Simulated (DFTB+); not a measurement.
DFTB+ input (SCC-DFTB): The folder sk holds the Slater-Koster set scc that CP2K ships.

```
Geometry = xyzFormat {
4

C      1.47166381    -0.13742564    -0.16023886
C      0.24591742    -0.00505859    -0.03640495
O     -1.10612656     0.18015862     0.07910224
H     -1.45647492    -0.58636359     0.54704496
}
Hamiltonian = DFTB {
  SCC = Yes
  SCCTolerance = 1e-8
  MaxSCCIterations = 300
  Charge = -1
  SlaterKosterFiles = Type2FileNames {
    Prefix = "sk/"
    Separator = ""
    Suffix = ".spl"
    LowerCaseTypeName = Yes
  }
  MaxAngularMomentum {
    C = "p"
    H = "s"
    O = "p"
  }
  Filling = Fermi { Temperature [K] = 0 }
}
ParserOptions { ParserVersion = 14 }
```

Output:

```
|===============================================================================
|
|
|  Copyright (C) 2006 - 2025  DFTB+ developers group
|
|===============================================================================
|
|  When publishing results obtained with DFTB+, please cite the following
|  reference:
|
|    Recent Developments in DFTB+, a Software Package for Efficient Atomistic
|    Quantum Mechanical Simulations, J. Phys. Chem. A 129, 5373−5390 (2025).
|    [https://doi.org/10.1021/acs.jpca.5c01146]
|
|  You should also cite additional publications crediting the parametrization
|  data you use. Please consult the documentation of the SK-files for the
|  references.
|
|===============================================================================

Reading input file 'dftb_in.hsd'
Parser version: 14

--------------------------------------------------------------------------------
Reading SK-files:
./sk/cc.spl
./sk/co.spl
./sk/ch.spl
./sk/oo.spl
./sk/oh.spl
./sk/hh.spl
Done.

Processed input in HSD format written to 'dftb_pin.hsd'

Starting initialization...
--------------------------------------------------------------------------------
WARNING!
-> Dipole printed for a charged system : origin dependent quantity
Mode:                        Static calculation
Self consistent charges:     Yes
SCC-tolerance:                 0.100000E-07
Max. scc iterations:                    300
Shell resolved Hubbard:      No
Spin polarisation:           No
Nr. of up electrons:             8.000000
Nr. of down electrons:           8.000000
Periodic boundaries:         No
Electronic solver:           Relatively robust
Mixer:                       Broyden mixer
Mixing parameter:                  0.200000
Nr. of chrg. vec. in memory:            300
Max. SCC-cycles:                        300
Electronic temperature:              0.100000E-07 H      0.272114E-06 eV
Initial charges:             Set automatically (system chrg:  -0.100E+01)
Included shells:             C:  s, p
                             O:  s, p
                             H:  s
Extra options:
                             Mulliken analysis

--------------------------------------------------------------------------------

***  Geometry step: 0

 iSCC Total electronic   Diff electronic      SCC error
    1   -0.71266525E+01    0.00000000E+00    0.14351379E+01
    2   -0.72516206E+01   -0.71266525E+01    0.65985482E+00
    3   -0.72838262E+01   -0.12496810E+00    0.17430339E+00
    4   -0.72843324E+01   -0.32205564E-01    0.67796655E-01
    5   -0.72845609E+01   -0.50622465E-03    0.74448710E-02
    6   -0.72845618E+01   -0.22844490E-03    0.33578802E-02
    7   -0.72845621E+01   -0.91320990E-06    0.13697440E-03
    8   -0.72845621E+01   -0.30354145E-06    0.54243395E-06
>> Charges saved for restart in charges.bin
    9   -0.72845621E+01   -0.61936234E-09    0.81967322E-10

Total Energy:                       -7.0217233257 H         -191.0708 eV
Extrapolated to 0K:                 -7.0217233257 H         -191.0708 eV
Total Mermin free energy:           -7.0217233257 H         -191.0708 eV
Force related energy:               -7.0217233257 H         -191.0708 eV

 Fermi distribution function

Calculation with static geometry

********************************************************************************
 iSCC Total electronic   Diff electronic      SCC error
    9   -0.72845621E+01   -0.61936234E-09    0.81967322E-10
********************************************************************************

 Total charge:    -1.00000000

 Atomic gross charges (e)
 Atom           Charge
    1      -0.80064788
    2      -0.04909936
    3      -0.39940701
    4       0.24915425

Nr. of electrons (up):     16.00000000
Atom populations (up)
 Atom       Population
    1       4.80064788
    2       4.04909936
    3       6.39940701
    4       0.75084575

l-shell populations (up)
 Atom Sh.   l       Population
    1   1   0       1.64019514
    1   2   1       3.16045275
    2   1   0       1.15865122
    2   2   1       2.89044813
    3   1   0       1.71749708
    3   2   1       4.68190993
    4   1   0       0.75084575

Orbital populations (up)
 Atom Sh.   l   m       Population  Label
    1   1   0   0       1.64019514  s
    1   2   1  -1       0.96161552  p_y
    1   2   1   0       0.99203028  p_z
    1   2   1   1       1.20680695  p_x
    2   1   0   0       1.15865122  s
    2   2   1  -1       1.07616569  p_y
    2   2   1   0       1.07139233  p_z
    2   2   1   1       0.74289012  p_x
    3   1   0   0       1.71749708  s
    3   2   1  -1       1.59565508  p_y
    3   2   1   0       1.79198645  p_z
    3   2   1   1       1.29426839  p_x
    4   1   0   0       0.75084575  s

Fermi level:                         0.2255291735 H            6.1370 eV
Band energy:                        -2.1771110619 H          -59.2422 eV
TS:                                  0.0000000000 H            0.0000 eV
Band free energy (E-TS):            -2.1771110619 H          -59.2422 eV
Extrapolated E(0K):                 -2.1771110619 H          -59.2422 eV
Input / Output electrons (q):     16.0000000000     16.0000000000

Energy H0:                          -7.4834153859 H         -203.6341 eV
Energy SCC:                          0.1988533023 H            5.4111 eV
Total Electronic energy:            -7.2845620836 H         -198.2230 eV
Repulsive energy:                    0.2628387578 H            7.1522 eV
Total energy:                       -7.0217233257 H         -191.0708 eV
Extrapolated to 0:                  -7.0217233257 H         -191.0708 eV
Total Mermin free energy:           -7.0217233257 H         -191.0708 eV
Force related energy:               -7.0217233257 H         -191.0708 eV

Non-constrained calculation

SCC converged

Warning: dipole moment is not defined absolutely!
Dipole moment:   -2.10033806   -0.20366272    0.44368300 au
Dipole moment:   -5.33852727   -0.51765903    1.12772980 Debye
```

The dipole moment of an ion depends on the origin.

The geometry given is a B3LYP-D3(BJ)/def2-TZVP minimum.
